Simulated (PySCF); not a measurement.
PySCF input (BP86/def2-SVP):

```python
from pyscf import gto, dft

mol = gto.M(
    atom='''
    Al   -0.00000000   -0.00000000   -0.06497500
    O    -0.00000000   -0.00000000   -1.66227600
    F     0.00000000    0.00000000    1.57143200
    ''',
    basis='def2-svp',
    charge=0,
    spin=0,
    verbose=4,
)

mf = dft.RKS(mol, xc='bp86')
mf.grids.level = 3
mf.conv_tol = 1e-9
mf.max_cycle = 100
mf.max_memory = 1500
mf.kernel()
if not mf.converged:
    mf = mf.newton()
    mf.kernel(mf.make_rdm1())
mf.dip_moment()
```

Output:

```
PySCF version 2.14.0

[INPUT] verbose = 4
[INPUT] num. atoms = 3
[INPUT] num. electrons = 30
[INPUT] charge = 0
[INPUT] spin (= nelec alpha-beta = 2S) = 0
[INPUT] symmetry False subgroup None
[INPUT] Mole.unit = angstrom
[INPUT] Symbol           X                Y                Z      unit          X                Y                Z       unit  Magmom
[INPUT]  1 Al     0.000000000000   0.000000000000  -0.064975000000 AA    0.000000000000   0.000000000000  -0.122784954944 Bohr   0.0
[INPUT]  2 O      0.000000000000   0.000000000000  -1.662276000000 AA    0.000000000000   0.000000000000  -3.141246383438 Bohr   0.0
[INPUT]  3 F      0.000000000000   0.000000000000   1.571432000000 AA    0.000000000000   0.000000000000   2.969576103378 Bohr   0.0

nuclear repulsion = 84.0721819850932
number of shells = 20
number of NR pGTOs = 84
number of NR cGTOs = 46
basis = def2-svp
ecp = {}

******** <class 'pyscf.dft.rks.RKS'> ********
method = RKS
initial guess = minao
damping factor = 0
level_shift factor = 0
DIIS = <class 'pyscf.scf.diis.CDIIS'>
diis_start_cycle = 1
diis_space = 8
diis_damp = 0
SCF conv_tol = 1e-09
SCF conv_tol_grad = None
SCF max_cycles = 100
direct_scf = True
direct_scf_tol = 1e-13
XC library pyscf.dft.libxc version 7.1.2
    S. Lehtola, C. Steigemann, M. J. T. Oliveira, and M. A. L. Marques,  SoftwareX 7, 1–5 (2018)
XC functionals = bp86
    A. D. Becke,  Phys. Rev. A 38, 3098 (1988)
    J. P. Perdew,  Phys. Rev. B 33, 8822 (1986)
    J. P. Perdew,  Phys. Rev. B 34, 7406–7406 (1986)
radial grids:
    Treutler-Ahlrichs [JCP 102, 346 (1995); DOI:10.1063/1.469408] (M4) radial grids

becke partition: Becke, JCP 88, 2547 (1988); DOI:10.1063/1.454033
pruning grids: <function nwchem_prune>
grids dens level: 3
symmetrized grids: False
atomic radii adjust function: <function treutler_atomic_radii_adjust>
small_rho_cutoff = 0
Set gradient conv threshold to 3.16228e-05
Initial guess from minao.
tot grids = 47528
init E= -417.407922086608
  HOMO = -0.42480448077308  LUMO = -0.158046417449322  gap/eV = 7.25886
cycle= 1 E= -416.918752178968  delta_E= 0.489  |g|= 1.36  |ddm|=  2.2
  HOMO = -0.084109623311305  LUMO = 0.0675789966396723  gap/eV = 4.12766
cycle= 2 E= -410.722035507176  delta_E=  6.2  |g|=  3.4  |ddm|= 3.94
  HOMO = -0.221099130240757  LUMO = -0.105651771108791  gap/eV = 3.14148
cycle= 3 E= -416.849432363026  delta_E= -6.13  |g|= 1.49  |ddm|= 3.69
  HOMO = -0.297640581512139  LUMO = -0.117476606410901  gap/eV = 4.90251
cycle= 4 E= -417.282635477591  delta_E= -0.433  |g|= 0.417  |ddm|= 0.91
  HOMO = -0.238205262715056  LUMO = -0.13306465297223  gap/eV = 2.86102
cycle= 5 E= -417.340796691225  delta_E= -0.0582  |g|= 0.0511  |ddm|= 0.582
  HOMO = -0.237422585777351  LUMO = -0.12862042031356  gap/eV = 2.96066
cycle= 6 E= -417.341549625696  delta_E= -0.000753  |g|= 0.0247  |ddm|= 0.144
  HOMO = -0.240075687676458  LUMO = -0.130952163466891  gap/eV = 2.96940
cycle= 7 E= -417.341622311235  delta_E= -7.27e-05  |g|= 0.016  |ddm|= 0.0244
  HOMO = -0.239918949540623  LUMO = -0.131064732951689  gap/eV = 2.96207
cycle= 8 E= -417.341650436825  delta_E= -2.81e-05  |g|= 0.0121  |ddm|= 0.00394
  HOMO = -0.239209501033756  LUMO = -0.130992973926463  gap/eV = 2.94472
cycle= 9 E= -417.341683868228  delta_E= -3.34e-05  |g|= 0.00305  |ddm|= 0.00732
  HOMO = -0.239015216659499  LUMO = -0.130957725240446  gap/eV = 2.94039
cycle= 10 E= -417.341686357899  delta_E= -2.49e-06  |g|= 0.000667  |ddm|= 0.0021
  HOMO = -0.238962575429383  LUMO = -0.130941803504412  gap/eV = 2.93939
cycle= 11 E= -417.341686464544  delta_E= -1.07e-07  |g|= 2.29e-05  |ddm|= 0.000538
  HOMO = -0.238959011007139  LUMO = -0.130939843605506  gap/eV = 2.93935
cycle= 12 E= -417.341686464664  delta_E= -1.2e-10  |g|= 1.6e-06  |ddm|= 1.81e-05
  HOMO = -0.238959451235627  LUMO = -0.130939896490815  gap/eV = 2.93936
Extra cycle  E= -417.341686464654  delta_E= 9.89e-12  |g|= 6.74e-06  |ddm|= 6.25e-06
converged SCF energy = -417.341686464654
Dipole moment(X, Y, Z, Debye):  0.00000,  0.00000,  2.58147
```

The geometry given is a B3LYP-D3(BJ)/def2-TZVP minimum.
